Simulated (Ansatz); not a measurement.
Reaction (SMILES): [S]F (F-S) → F atom + S atom
B3LYP-D3(BJ)/def2-TZVP geometries, fixed; electronic energies without zero-point terms.
Largest species:
```
S
F 1 1.6093
```
Charge 0, spin multiplicity 2.

Basis-set convergence of the atomisation energy at PBE with Ansatz (an electronic-structure program). Cartesian d functions, on some or all atoms, in 6-311G**, 6-311+G**; all else is spherical. The program fits the integrals of some runs and decomposes those of others, by size. Open shells are unrestricted. No added dispersion term, no relativity. Functions are those of the species that has most. Reference: the value in aug-cc-pV(5+d)Z, 95.49 kcal/mol, itself unsure by roughly 0.06 kcal/mol (its mean distance from pcseg-4, aug-pcseg-3, aug-cc-pV(Q+d)Z). Deviations are taken from unrounded values.

```
basis            functions  atomisation energy (kcal/mol)
---------------  ---------  -----------------------------
def2-SVP                32                          90.88
def2-SVPD               50                          90.32
pcseg-1                 32                          87.02
aug-pcseg-1             50                          89.00
cc-pV(D+d)Z             37                          89.95
aug-cc-pV(D+d)Z         55                          92.01
6-311G**                45                          85.39
6-311+G**               53                          85.37
pcseg-2                 64                          93.98
aug-pcseg-2             96                          94.88
def2-TZVP               68                          94.59
def2-TZVPD              86                          94.75
cc-pV(T+d)Z             69                          94.84
aug-cc-pV(T+d)Z        101                          94.87
def2-TZVPP              73                          94.64
def2-TZVPPD             91                          94.79
cc-pV(Q+d)Z            119                          95.57
aug-cc-pV(Q+d)Z        169                          95.41
pcseg-3                124                          95.46
aug-pcseg-3            174                          95.52
def2-QZVPP             127                          95.23
def2-QZVPPD            145                          95.25
cc-pV(5+d)Z            191                          95.46
aug-cc-pV(5+d)Z        263                          95.49
```

What the diffuse functions change, pair by pair:
- def2-SVP to def2-SVPD: 18 more functions, deviation -4.61 to -5.18 kcal/mol
- pcseg-1 to aug-pcseg-1: 18 more functions, deviation -8.48 to -6.50 kcal/mol
- cc-pV(D+d)Z to aug-cc-pV(D+d)Z: 18 more functions, deviation -5.54 to -3.49 kcal/mol
- 6-311G** to 6-311+G**: 8 more functions, deviation -10.10 to -10.12 kcal/mol
- pcseg-2 to aug-pcseg-2: 32 more functions, deviation -1.52 to -0.61 kcal/mol
- def2-TZVP to def2-TZVPD: 18 more functions, deviation -0.90 to -0.74 kcal/mol
- cc-pV(T+d)Z to aug-cc-pV(T+d)Z: 32 more functions, deviation -0.65 to -0.62 kcal/mol
- def2-TZVPP to def2-TZVPPD: 18 more functions, deviation -0.86 to -0.70 kcal/mol
- cc-pV(Q+d)Z to aug-cc-pV(Q+d)Z: 50 more functions, deviation 0.07 to -0.09 kcal/mol
- pcseg-3 to aug-pcseg-3: 50 more functions, deviation -0.04 to 0.03 kcal/mol
- def2-QZVPP to def2-QZVPPD: 18 more functions, deviation -0.27 to -0.25 kcal/mol
- cc-pV(5+d)Z to aug-cc-pV(5+d)Z: 72 more functions, deviation -0.03 to 0.00 kcal/mol

Leaving out the reference's own pair, they bring the value nearer the reference by more than 0.06 kcal/mol in 5 of 11 pairs.
